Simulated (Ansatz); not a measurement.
Breaking a bond: SMILES [CH3][Mn](<-[C-]#[O+])(<-[C-]#[O+])(<-[C-]#[O+])(<-[C-]#[O+])<-[C-]#[O+] (C₆H₃MnO₅). The C2–O15 bond (C2 also carries Mn; O15 carries nothing else) is stretched with both fragments frozen at the PBE0/def2-SVP optimised geometry.

Levels: UKS-PBE0 = unrestricted PBE0/def2-SVP run with Ansatz (a first-principles code); RKS-PBE0 = restricted PBE0/def2-SVP (Ansatz); UKS-B3LYP = unrestricted B3LYP/def2-SVP (Ansatz); RKS-B3LYP = Ansatz with restricted B3LYP/def2-SVP; UKS-PBE = unrestricted PBE/def2-SVP (Ansatz); RKS-PBE = restricted PBE/def2-SVP in Ansatz.

Scanned distances (Å): 0.94, 1.00, 1.07, 1.10, 1.14, 1.17, 1.23, 1.29, 1.39, 1.52, 1.66, 1.85, 2.10, 2.39, 2.79, 3.30.

Task: Where does the unrestricted solution first break spin symmetry (<S²> of 0.01 or more)?

Result: UKS-PBE0: between 1.85 and 2.10 Å; UKS-B3LYP: between 1.85 and 2.10 Å; UKS-PBE: between 1.85 and 2.10 Å.

```
R / Å  <S²> UKS-PBE0  E(RKS-PBE0) − E(UKS-PBE0) / kcal/mol  <S²> UKS-B3LYP  E(RKS-B3LYP) − E(UKS-B3LYP) / kcal/mol  <S²> UKS-PBE  E(RKS-PBE) − E(UKS-PBE) / kcal/mol
-----  -------------  ------------------------------------  --------------  --------------------------------------  ------------  ----------------------------------
0.94            0.00                                   0.0            0.00                                     0.0          0.00                                 0.0
1.00            0.00                                   0.0            0.00                                     0.0          0.00                                 0.0
1.07            0.00                                   0.0            0.00                                     0.0          0.00                                 0.0
1.10            0.00                                   0.0            0.00                                     0.0          0.00                                 0.0
1.14            0.00                                   0.0            0.00                                     0.0          0.00                                 0.0
1.17            0.00                                   0.0            0.00                                     0.0          0.00                                 0.0
1.23            0.00                                   0.0            0.00                                     0.0          0.00                                 0.0
1.29            0.00                                   0.0            0.00                                     0.0          0.00                                 0.0
1.39            0.00                                   0.0            0.00                                     0.0          0.00                                 0.0
1.52            0.00                                   0.0            0.00                                     0.0          0.00                                 0.0
1.66            0.00                                   0.0            0.00                                     0.0          0.00                                 0.0
1.85            0.00                                   0.0            0.00                                     0.0          0.00                                 0.0
2.10            0.76                                   6.9            0.63                                     4.2          0.18                                 0.2
2.39            1.04                                  24.1            0.98                                    19.9          0.85                                11.2
2.79            1.03                                  38.2            1.00                                    33.6          0.98                                28.2
3.30            1.00                                  46.2            1.00                                    41.3          1.00                                39.0
```
